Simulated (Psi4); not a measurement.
hydrogen peroxide (H₂O₂), singlet, at a GFN2-xTB geometry. Base run: MP2/def2-TZVP (Psi4 1.11).

Psi4 was given this input:
```
memory 2 GB

molecule mol {
0 1
  O    -0.023120    0.709965   -0.012564
  O     0.023120   -0.709965    0.012564
  H     0.913898    0.942485   -0.032627
  H    -0.913898   -0.942485    0.032627
}

set basis def2-tzvp
set reference rhf
set freeze_core true

energy('mp2')
print_variables()
```

Each row names what was changed in the base input (with any setting that the change needs).

```tsv
change	basis functions	E (Eh)	MP2 correlation (Eh)
base	74	-151.32593	-0.48483
basis = STO-3G	12	-148.83595	-0.07483
basis = 3-21G	22	-150.18050	-0.23720
basis = 6-31G	22	-150.95915	-0.25060
basis = 6-31G*	34	-151.12611	-0.36412
basis = def2-SVP	38	-151.03201	-0.38194
basis = 6-31G**	40	-151.14824	-0.37420
basis = 6-31+G*	42	-151.14107	-0.37278
basis = 6-311++G**	58	-151.23989	-0.41742
basis = def2-SVPD	62	-151.06717	-0.40357
basis = aug-cc-pVDZ	64	-151.21377	-0.41240
basis = pcseg-2	88	-151.32113	-0.48431
basis = cc-pVQZ	170	-151.38129	-0.53298
```

Totals compare only among sets that treat the same electrons; sets with core potentials leave the core out.
